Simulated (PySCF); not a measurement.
Computed properties of Si(H)(OH)3 (H4O3Si), SMILES O[SiH](O)O

Si(H)(OH)3 (H4O3Si), SMILES O[SiH](O)O. Geometry: PBE0-D3(BJ)/def2-SVP. Other conformers were not sampled. All values are computed for the isolated molecule unless a solvent is named; none is compared with measurement here.

**Structure.** All 18 harmonic modes at PBE0-D3(BJ)/def2-SVP (PySCF) are real, so it is a minimum. With heavy atoms numbered as in [SiH:1]([OH:2])([OH:3])[OH:4], the shortest bond between them is Si1–O3 at 1.649 Å and the longest Si1–O4 at 1.660 Å.

**Vibrations.** The strongest infrared lines (harmonic, unscaled, degenerate partners summed) lie at 995 cm⁻¹ (299 km/mol, Si 48 %, O 33 %, H 19 %), 976 cm⁻¹ (261 km/mol, Si 43 %, O 30 %, H 27 %), 805 cm⁻¹ (181 km/mol, H 70 %, O 29 %). The softest mode is at 164 cm⁻¹ and the zero-point energy is 32.5 kcal/mol.

**Electronic structure.** B3LYP/def2-TZVPD (PySCF) places the frontier levels at -8.93 and -0.47 eV, a gap of 8.46 eV, and gives a dipole moment of 1.53 D and a mean polarisability of 38.6 bohr³.

**Excitations.** TDDFT-B3LYP/def2-SVPD (PySCF) has S1 at 7.72 eV (161 nm, f = 0.024, weak); the most intense of the 10 singlets computed lies at 8.58 eV (f = 0.06). T1 (TDA) is at 7.44 eV. No vertical singlet excitation falls in the visible range (under 3.1 eV).

**NMR.** GIAO shifts at B3LYP/pcSseg-1 (PySCF) (non-relativistic, atoms alike by connectivity averaged): ¹H from 2.1 to 4.7 ppm against TMS; ²⁹Si at -51.2 ppm against TMS.
